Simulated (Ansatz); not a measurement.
Born–Oppenheimer molecular dynamics of BFH6OSi (10 atoms, charge 0, multiplicity 1). It starts at the highest image of a converged band. Of that band: Neighbouring images differ by up to 1.4 eV, so the band resolves the path poorly. A vibrational analysis at the climbing image gives one clearly imaginary mode, 1088i cm⁻¹: a first-order saddle point.

Computed with Ansatz 0.2.0, RKS PBE0/def2-SVP.

| Item | Value |
| --- | --- |
| ensemble | NVE (velocity Verlet) |
| time step | 0.5 fs |
| steps asked | 200 |
| starting velocities drawn for | 300 K |
| seed | 9617 |

First frame:

```xyz
10
Properties=species:S:1:pos:R:3
B 0.083 0.204 0.127
H -0.309 -0.575 1.189
O 1.415 -0.040 -0.194
H 1.541 -0.919 -0.565
F -0.924 0.071 -0.793
Si 0.116 2.296 0.767
H 1.146 2.615 1.800
H 0.511 2.860 -0.556
H -1.203 2.862 1.187
H -0.267 0.462 1.333
```

(1) How far do the bonds stretch over the last three quarters of this one trajectory? (Pairs bonded in most of those frames.)

Results:

(1) 
```json
{"bond": "B1–O3", "mean (Å)": "1.356", "spread (Å)": "0.032", "shortest": "1.29", "longest": "1.41"}
{"bond": "B1–F5", "mean (Å)": "1.345", "spread (Å)": "0.029", "shortest": "1.30", "longest": "1.40"}
{"bond": "B1–Si6", "mean (Å)": "2.042", "spread (Å)": "0.045", "shortest": "1.94", "longest": "2.12"}
{"bond": "H2–H10", "mean (Å)": "0.765", "spread (Å)": "0.023", "shortest": "0.73", "longest": "0.80"}
{"bond": "O3–H4", "mean (Å)": "0.974", "spread (Å)": "0.018", "shortest": "0.95", "longest": "1.00"}
{"bond": "Si6–H7", "mean (Å)": "1.504", "spread (Å)": "0.032", "shortest": "1.45", "longest": "1.56"}
{"bond": "Si6–H8", "mean (Å)": "1.505", "spread (Å)": "0.020", "shortest": "1.47", "longest": "1.54"}
{"bond": "Si6–H9", "mean (Å)": "1.502", "spread (Å)": "0.028", "shortest": "1.46", "longest": "1.55"}
```

Mean temperature of the second half: 1244 K. The conserved energy stayed within 0.16 meV per atom of its start (net change 0.058 meV per atom), so the integration is sound. The kinetic energy rose, since the run started high on the potential surface and went downhill. It ends in pieces (BFH4OSi + H2), so much of that is their flight and rotation, not heat. A run of 0.1 ps of so small a system gives no equilibrium averages. The orbitals stay closed-shell, which can raise the energy where a bond breaks towards radicals; this wasn't checked here.

The run took 5.7 min on 2 threads of Arm Neoverse V1 (shared host), peak memory 0.17 GiB.
